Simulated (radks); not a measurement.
Results of a calculation; reference values are marked as such.
The rhodium ion Rh+ inside a hard spherical wall (all orbitals vanish at R), configuration held at [Kr] 4d8 and not refilled when levels cross. Code: a radial shooting solver on a logarithmic mesh with Libxc functionals. Model: scalar-relativistic Kohn-Sham, PBE, spin-unpolarised, spherical densities, finite nucleus; Fermi nuclear charge, rms radius 4.4945 fm. Eigenvalues in eV, with the zero of energy where the potential of the charges vanishes at infinity; a dash marks a level that is unbound or too diffuse for the functional's potential to be trusted. A positive occupied level is held by the wall or, in an anion where self-interaction has pushed it up, behind a barrier. The pressure on the wall is -dE/dV.

R (bohr),E (hartree),kinetic (hartree),e(3d),e(4s),e(4p),e(4d),"e(5s, empty)","e(5p, empty)",pressure (GPa)
free,-4783.75670,4954.143,-308.19,-90.182,-58.146,-13.583,-10.780,-6.193,0
20,-4783.75670,4954.143,-308.19,-90.182,-58.146,-13.583,-10.780,-6.193,< 0.0001
15,-4783.75670,4954.143,-308.19,-90.182,-58.146,-13.583,-10.780,-6.193,< 0.0001
12,-4783.75670,4954.143,-308.19,-90.182,-58.146,-13.583,-10.780,-6.190,< 0.0001
8,-4783.75661,4954.144,-308.18,-90.173,-58.137,-13.576,-10.755,-6.025,0.00615
7,-4783.75614,4954.149,-308.15,-90.141,-58.106,-13.547,-10.677,-5.743,0.0478
6,-4783.75340,4954.173,-308.00,-90.003,-57.972,-13.425,-10.377,-4.996,0.378
5,-4783.73764,4954.286,-307.41,-89.466,-57.455,-12.945,-9.288,-2.969,3.12
4,-4783.64518,4954.815,-305.20,-87.539,-55.614,-11.150,-5.302,3.059,29.3
2,-4776.54877,4984.965,-256.48,-52.023,-19.323,32.286,106.82,132.82,11200
1.5,-4753.41578,5066.064,-183.33,10.474,49.401,112.96,320.05,355.30,98500
